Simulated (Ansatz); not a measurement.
Consider the substitution at a C–Si bond: `CC[Si](N)(O)F` + `OBO` → `CCOBO` + `N[SiH](O)F`.

Computed with Ansatz on PBE0-D4/def2-TZVP structures; ΔE is electronic, products minus reactants. CBS: MP2 limit from def2 TZ/QZ plus the TZ coupled-cluster correction, frozen cores. This one scheme is used for every species. DFT in def2-TZVPP. One conformer a species, not always the lowest.

```
             level  ΔE (kJ/mol)  difference from CCSD(T)/CBS
         r2SCAN-D4         81.2                          0.1
           PBE0-D4         82.7                          1.6
           ωB97X-V         76.2                         -4.9
           ωB97M-V         81.6                          0.5
            B2PLYP         74.2                         -6.9
    MP2/def2-TZVPP         84.1                          3.0
CCSD(T)/def2-TZVPP         78.7                         -2.4
     HF/def2-QZVPP         62.8                        -18.3
    MP2/def2-QZVPP         85.2                          4.1
    CCSD/CBS(def2)         80.2                         -0.9
       CCSD(T)/CBS         81.1                            0
```

Largest T1 diagnostic among the species: 0.013.

In def2-TZVPP, CCSD(T) changes the Hartree–Fock value by +15.0 kJ/mol (the triples alone add +0.9 kJ/mol) and MP2 by +20.4 kJ/mol. The D4 term adds +7.1 kJ/mol with B3LYP and +4.0 kJ/mol with PBE0; it sums over pairs of atoms, weighted by their polarisabilities, and B3LYP, whose exchange is more repulsive, gets the larger term.

B3LYP here is the variant with VWN-RPA as its local correlation; programs differ in this.
